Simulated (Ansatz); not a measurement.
Ansatz (a quantum-chemistry and plane-wave program) input for NbSFCl2, SMILES [Cl][Nb](=[S])([F])[Cl], multiplicity 1, PBE-D3(BJ)/def2-SVP. 

Ansatz 0.2 input:
```yaml
crystal:
  periodic: [false, false, false]
  atoms:
    - {symbol: Nb, position_ang: [-0.26758987, 0.01547133, 0.00000000]}
    - {symbol: S, position_ang: [0.85538874, 1.92037759, -0.00000005]}
    - {symbol: F, position_ang: [-2.01659677, 0.53415503, -0.00000001]}
    - {symbol: Cl, position_ang: [0.45395105, -1.06375772, -1.76575549]}
    - {symbol: Cl, position_ang: [0.45395106, -1.06375765, 1.76575553]}
basis:
  gaussian:
    orbitals: def2-SVP
hamiltonian:
  xc: pbe
  dispersion: d3bj
relax: {f_tol: 0.002, max_steps: 200}
```

Log of the run:

```
WARN ansatz: RAYON_NUM_THREADS=1 ignored (pool sized by the plan → 1); use --threads N
Functional definition: PBE
integrals: 0.05 GiB planned
1020 factors; their error is unknown
mean field: 0.26 GiB planned
mean field evaluation 1: about -40122.4972 eV, gradient 3.6e1 eV
mean field evaluation 2: about -40095.7300 eV, gradient 1.3e2 eV
mean field evaluation 4: about -40121.8887 eV, gradient 3.5e1 eV
mean field evaluation 8: about -40124.9835 eV, gradient 1.2e-4 eV
mean field -40124.98352964 eV, -1474.5659470235 hartree, gradient 1.3e-5 eV, S^2 0.000000; 0 other end points of the search recorded, 0 dependent functions left out
the calculation of the forces begins
reference -40124.98359923 eV, -1474.5659495810 hartree; 36, 36 occupied and 63, 63 virtual orbitals, 1020 factors
relax step   1: F+E_penalty+E_count = -40125.18269682 eV  Δ(F+E_penalty+E_count) = +0.000e0 eV  max|allowed force component| = 3.193e0 eV/Å  Δτ_max = 0.0000 Å  (45 SCF iters, accepted)
these checks for a lower state are left out or cut short: starts, cluster_reference, orbital_swaps, neighbouring_geometries, increment
integrals: 0.05 GiB planned
1020 factors; their error is unknown
mean field: 0.26 GiB planned
mean field evaluation 16: about -40125.2467 eV, gradient 9.5e-2 eV
mean field -40125.24675174 eV, -1474.5756202573 hartree, gradient 1.3e-5 eV, S^2 0.000000; 0 other end points of the search recorded, 0 dependent functions left out
the calculation of the forces begins
reference -40125.24682161 eV, -1474.5756228251 hartree; 36, 36 occupied and 63, 63 virtual orbitals, 1020 factors
relax step   2: F+E_penalty+E_count = -40125.43934800 eV  Δ(F+E_penalty+E_count) = -2.567e-1 eV  max|allowed force component| = 1.157e0 eV/Å  Δτ_max = 0.1402 Å  (40 SCF iters, accepted)
these checks for a lower state are left out or cut short: starts, cluster_reference, orbital_swaps, neighbouring_geometries, increment
integrals: 0.05 GiB planned
1020 factors; their error is unknown
mean field: 0.26 GiB planned
mean field -40125.29104223 eV, -1474.5772479027 hartree, gradient 2.6e-5 eV, S^2 0.000000; 0 other end points of the search recorded, 0 dependent functions left out
the calculation of the forces begins
reference -40125.29111211 eV, -1474.5772504708 hartree; 36, 36 occupied and 63, 63 virtual orbitals, 1020 factors
relax step   3: F+E_penalty+E_count = -40125.48410762 eV  Δ(F+E_penalty+E_count) = -4.476e-2 eV  max|allowed force component| = 2.771e-1 eV/Å  Δτ_max = 0.0821 Å  (38 SCF iters, accepted)
these checks for a lower state are left out or cut short: starts, cluster_reference, orbital_swaps, neighbouring_geometries, increment
integrals: 0.05 GiB planned
1020 factors; their error is unknown
mean field: 0.26 GiB planned
mean field evaluation 32: about -40125.3507 eV, gradient 4.5e-3 eV
mean field -40125.29312454 eV, -1474.5773244262 hartree, gradient 2.6e-5 eV, S^2 0.000000; 0 other end points of the search recorded, 0 dependent functions left out
the calculation of the forces begins
reference -40125.29319436 eV, -1474.5773269922 hartree; 36, 36 occupied and 63, 63 virtual orbitals, 1020 factors
relax step   4: F+E_penalty+E_count = -40125.48636737 eV  Δ(F+E_penalty+E_count) = -2.260e-3 eV  max|allowed force component| = 5.302e-2 eV/Å  Δτ_max = 0.0141 Å  (33 SCF iters, accepted)
these checks for a lower state are left out or cut short: starts, cluster_reference, orbital_swaps, neighbouring_geometries, increment
integrals: 0.05 GiB planned
1020 factors; their error is unknown
mean field: 0.26 GiB planned
mean field -40125.29344449 eV, -1474.5773361841 hartree, gradient 2.5e-5 eV, S^2 0.000000; 0 other end points of the search recorded, 0 dependent functions left out
the calculation of the forces begins
reference -40125.29351429 eV, -1474.5773387492 hartree; 36, 36 occupied and 63, 63 virtual orbitals, 1020 factors
relax step   5: F+E_penalty+E_count = -40125.48655507 eV  Δ(F+E_penalty+E_count) = -1.877e-4 eV  max|allowed force component| = 4.653e-3 eV/Å  Δτ_max = 0.0064 Å  (32 SCF iters, accepted)
these checks for a lower state are left out or cut short: starts, cluster_reference, orbital_swaps, neighbouring_geometries, increment
integrals: 0.05 GiB planned
1020 factors; their error is unknown
mean field: 0.26 GiB planned
mean field -40125.29347348 eV, -1474.5773372495 hartree, gradient 7.0e-5 eV, S^2 0.000000; 0 other end points of the search recorded, 0 dependent functions left out
the calculation of the forces begins
reference -40125.29354328 eV, -1474.5773398146 hartree; 36, 36 occupied and 63, 63 virtual orbitals, 1020 factors
relax step   6: F+E_penalty+E_count = -40125.48655749 eV  Δ(F+E_penalty+E_count) = -2.419e-6 eV  max|allowed force component| = 4.594e-4 eV/Å  Δτ_max = 0.0010 Å  (22 SCF iters, accepted)
integrals: 0.05 GiB planned
1020 factors; their error is unknown
mean field: 0.26 GiB planned
mean field evaluation 64: about -40125.2935 eV, gradient 9.5e-2 eV
mean field -40125.29347348 eV, -1474.5773372495 hartree, gradient 7.0e-5 eV, S^2 0.000000; 1 other end points of the search recorded, 0 dependent functions left out
the calculation of the forces begins
reference -40125.29354328 eV, -1474.5773398146 hartree; 36, 36 occupied and 63, 63 virtual orbitals, 1020 factors
Total energy: -40125.48662728 eV, -1474.5844355210 hartree
Atom 0 at    -0.194621     0.078129     0.000000 Å, force     0.000269     0.000459     0.000000 eV/Å
Atom 1 at     0.870298     1.942204    -0.000000 Å, force    -0.000358    -0.000025     0.000000 eV/Å
Atom 2 at    -2.014807     0.465766    -0.000000 Å, force     0.000114     0.000126    -0.000000 eV/Å
Atom 3 at     0.409117    -1.071805    -1.883558 Å, force    -0.000013    -0.000280     0.000093 eV/Å
Atom 4 at     0.409117    -1.071805     1.883558 Å, force    -0.000013    -0.000280    -0.000093 eV/Å
Dipole moment:    -0.052274    -0.177752    -0.000000 e Å
```

The calculation finished and met its thresholds.
